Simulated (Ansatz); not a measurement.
Energy needed to pull apart CHOSe (SMILES O=[C][SeH]), doublet, into free ground-state atoms, from the structure below (displaced at random from a GFN2-xTB minimum); no zero-point or spin–orbit terms; open-shell atoms are treated unrestricted, in their ground-state multiplicity.

```xyz
4
angstrom
O -0.6653 -0.0170 1.7183
C -0.2995 0.2702 0.6457
Se 0.4235 -0.7258 -0.7727
H 0.5456 0.4646 -1.5873
```

Computed with Ansatz 0.2.0 (basis: def2-TZVPP); correlated methods freeze the cores; orbitals are unrestricted. Filled d shells of the heavier atoms are correlated. The def2 sets are not built for correlating such inner shells, so the correlated values are less sure here. B3LYP uses VWN-RPA correlation.

| method | atomization energy (eV) |
| --- | --- |
| PBE-D4 | 15.54 |
| BLYP-D4 | 14.98 |
| r2SCAN-D4 | ? |
| PBE0-D4 | ? |
| B3LYP-D4 | 14.56 |
| wB97M-V | 14.45 |
| HF | 8.78 |
| MP2 | 14.56 |
| CCSD | 13.48 |
| CCSD(T) | 13.97 |

What does r2SCAN-D4 give? (To be estimated.)

The calculation gives: 14.83 eV, which is about 0.86 eV more than CCSD(T)/def2-TZVPP.

What does PBE0-D4 give? (To be estimated.)

By the calculation: 14.67 eV, which is about 0.70 eV more than CCSD(T)/def2-TZVPP.

In triple zeta the MP2 and coupled-cluster atomization energies are still short of their basis limit by a few kcal/mol a bond, whereas those of the functionals are nearly converged, so these differences are not deviations from converged CCSD(T).

The T1 diagnostic stays at or below 0.018. ⟨S²⟩ of the unrestricted Hartree–Fock references: 0.78 (a pure state has 0.75).

For scale, one of the runs: CCSD(T)/def2-TZVPP forces, 124 basis functions (an equivalent command: `ansatz run in.yaml --threads 4`). Time: 2.6 min of wall clock on 4 CPU threads; the host was shared. Peak host memory: 2.4 GiB.
